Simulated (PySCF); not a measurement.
C4H9B.
SMILES with atom numbers: `[BH2:1][C@@H:2]([CH3:3])[CH:4]=[CH2:5]` (hydrogens: H6, H7 on B1; H8 on C2; H9, H10, H11 on C3; H12 on C4; H13, H14 on C5)

The closed-shell SCF was solved with PySCF and density fitting under several settings on one GFN2-xTB geometry (grid level 2 and gas phase unless stated).

| settings | basis functions | SCF cycles | E (Eh) | HOMO (eV) | LUMO (eV) | dipole (D) |
| --- | --- | --- | --- | --- | --- | --- |
| PBE0/pcSseg-1 | 130 | 14 | -182.3814 | -7.53 | -1.19 | 1.19 |
| CAM-B3LYP/def2-SVPD | 172 | 12 | -182.3973 | -8.82 | -0.14 | 1.15 |
| WP04/pcSseg-0, IEF-PCM acetonitrile | 63 | 14 | -187.2176 | -8.67 | -3.04 | 1.36 |
| BHandHLYP/pcSseg-1, energy threshold 1e-07 Eh | 130 | 8 | -182.5008 | -8.47 | -0.06 | 1.08 |

Task: Estimate the row for these settings: LDA/pcSseg-1, IEF-PCM chloroform, energy threshold 1e-07 Eh.

Result: 
| settings | basis functions | SCF cycles | E (Eh) | HOMO (eV) | LUMO (eV) | dipole (D) |
| --- | --- | --- | --- | --- | --- | --- |
| LDA/pcSseg-1, IEF-PCM chloroform, energy threshold 1e-07 Eh | 130 | 9 | -180.8282 | -6.52 | -2.41 | 1.62 |

Task: Over all rows, what range does the HOMO–LUMO gap span?

Result: From 4.11 eV (LDA/pcSseg-1, IEF-PCM chloroform, energy threshold 1e-07 Eh) to 8.68 eV (CAM-B3LYP/def2-SVPD). The functional of the narrowest has no exact exchange, that of the widest range-separated exact exchange.

Cycle counts include a coarse-grid stage where the run had one. WP04 was designed for NMR shieldings or shifts; total energies of different functionals aren't comparable. One conformer (not necessarily the lowest) at the GFN2-xTB geometry, without vibrations or thermal averaging.

Conformer computed: `[BH2:1][C@@H:2]([CH3:3])[CH:4]=[CH2:5]`: B1–C2–C4–C5 81°.
